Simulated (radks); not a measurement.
The numbers below are computed, except where a source is named.
Task: Eu I, 63 electrons, occupied as [Xe] 4f7 5d2 (not the ground configuration). Level of theory: scalar-relativistic Kohn-Sham, PBE, spin-polarised, spherical densities, finite nucleus; open shells are filled with parallel spins first (spin-orbit coupling, left out, can overturn this in heavy ions); Fermi nuclear charge, rms radius 5.1115 fm (a radial shooting solver on a logarithmic mesh with Libxc functionals). Some entries of the table are withheld. Estimate them.

orbital  occ.  eigenvalue (eV)  <r^2> (bohr^2)  <r> (bohr)
1s down     1        -48359.82       0.0006793     0.02232
1s up       1        -48359.81       0.0006793     0.02232
2s up       1        -7938.931         0.01068     0.09512
2s down     1        -7938.870         0.01068     0.09512
2p up       3        -7073.521        0.008591     0.08389
2p down     3        -7073.478        0.008591     0.08389
3s up       1        -1745.615         0.07121      0.2497
3s down     1        -1743.343         0.07109      0.2495
3p up       3        -1476.220         0.07136      0.2481
3p down     3        -1473.958         0.07121      0.2479
3d up       5        -1115.683         0.06010      0.2261
3d down     5        -1113.937         0.05993      0.2258
4s up       1        -346.5392          0.3618      0.5662
4s down     1        -340.9821          0.3616      0.5661
4p up       3        -257.9278          0.4088      0.5995
4p down     3        -252.3840          0.4087      0.5994
4d up       5        -134.4427          0.4965      0.6541
4d down     5        -128.9146          0.4977      0.6547
5s up       1              (1)           2.145       1.380
5s down     1              (2)           2.208       1.399
5p up       3         -22.7525           3.056       1.636
5p down     3         -19.9507           3.188       1.670
4f up       7          -2.2300           1.343      0.9723
5d up       2          -1.0638           20.49       3.922

Result: 
(1) 5s up eigenvalue (eV): -43.6771
(2) 5s down eigenvalue (eV): -40.2271
